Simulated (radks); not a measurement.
Task: Neutral copper, [Ar] 3d10 4s1. Method: non-relativistic Kohn-Sham, PBE, spin-polarised, spherical densities, point nucleus; computed with a radial shooting solver on a logarithmic mesh with Libxc functionals. Every spin shell is full or empty, so the densities are truly spherical. Functionals are evaluated on that one density, not self-consistently. Rank these exchange functionals by their error against the exact value of the orbitals, and give that value: LDA, PBE, RPBE, PW86, EV93, APBE, revTPSS, r2SCAN.

Result: Exact: -65.5486 hartree. From best to worst, with 100 (|E| - |E exact|)/|E exact| (equal figures are ties): PBE +0.06, revTPSS -0.28, r2SCAN +0.34, RPBE +0.37, PW86 +0.68, EV93 +0.71, APBE +0.98, LDA -5.62.
